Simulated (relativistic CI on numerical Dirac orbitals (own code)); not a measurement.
# Hyperfine structure of Sm XXXVII, mass number 147

Calculated at this level of theory: Dirac-Coulomb-Breit CI, KLI orbitals optimised for each configuration, model QED (radiative potential, 1s self-energy scaled to tabulated hydrogen-like ionisation energies), unscaled Slater integrals (own radial code, finite nucleus).

Configuration list (outside the closed core [Ne]): 3s2 3p6 3d8, 3s2 3p5 3d9, 3s2 3p4 3d10, 3s 3p6 3d9, 3p6 3d10, 3s 3p5 3d10, 3s2 3p6 3d7 4s, 3s2 3p6 3d7 4p, 3s2 3p6 3d7 4d, 3s2 3p4 3d9 4s, 3s2 3p4 3d9 4p, 3s2 3p5 3d8 4s, 3s2 3p6 3d7 4f, 3s2 3p4 3d9 4d, 3s2 3p5 3d8 4p, 3s 3p5 3d9 4s. Levels of other configurations are missing.

Nuclear spin I = 7/2, μ = -0.809 μN, Q = -0.26 b (tables of Stone and Pyykkö). The electronic factors are computed for point nuclear moments, without core polarisation or the Bohr-Weisskopf and QED corrections.

```
            Level  E (cm⁻¹)  A (MHz)  B (MHz)
 3s2 3p6 3d8 3F_4         0    -4569     6700
 3s2 3p6 3d8 1D_2     57242    -4802    -5590
 3s2 3p6 3d8 3F_3    212961    -6614     3740
 3s2 3p6 3d8 3P_2    270859    -5407    -1690
 3s2 3p6 3d8 3P_1    304231    547.5     3790
 3s2 3p6 3d8 1G_4    313990    -7242    20600
 3s2 3p6 3d8 3F_2    470915   -11120    -1550
3s2 3p5 3d9 3F°_4   2493461   -11420    59600
```

Levels with J = 0, under 50 % of one LS term, or S terms without an open s electron are left out. Small factors come from cancelling terms and can be off by tens of per cent or more.

At this charge energies of transitions that change n are usually good to better than 1 %, and those within a shell (Δn = 0) to a few per cent. Terms inside the open d or f shell come out 10 to 20 % too wide with unscaled integrals.

Task: Give the hyperfine levels of 3s2 3p6 3d8 3F_4 relative to its centre of gravity.

Result: With K = F(F + 1) − I(I + 1) − J(J + 1), E = AK/2 + B[¾K(K + 1) − I(I + 1)J(J + 1)]/[2I(2I − 1)J(2J − 1)]: F = 1/2: 83240, F = 3/2: 75540, F = 5/2: 62880, F = 7/2: 45520, F = 9/2: 23800, F = 11/2: -1796, F = 13/2: -30710, F = 15/2: -62290 MHz.

LS names give the leading component of a level, which can be under half, so a name can repeat, a term be missing and a line seem to break the LS rules.
